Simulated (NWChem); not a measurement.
Species: C$_{2}$H$_{7}$FSn; SMILES [CH3][SnH]([CH3])[F]

No frequency run checked for a minimum. def2 effective core potentials on Sn; no spin-orbit coupling.

Problem. Give the equilibrium geometry at PBE0/def2-SVP with def2 effective core potentials on Sn (NWChem) as a Z-matrix, with the point group.

Solution. point group Cs; any orientation.
```
Sn
F 1 1.9537
H 1 1.7172 2 104.07
C 1 2.1402 3 113.54 2 113.51
H 4 1.0988 1 109.67 3 -60.70
H 4 1.0989 5 109.11 1 120.19
H 4 1.0997 5 109.00 6 118.99
C 1 2.1402 3 113.54 2 -113.51
H 8 1.0988 1 109.67 3 60.70
H 8 1.0989 9 109.11 1 -120.19
H 8 1.0997 9 109.00 10 -118.99
```
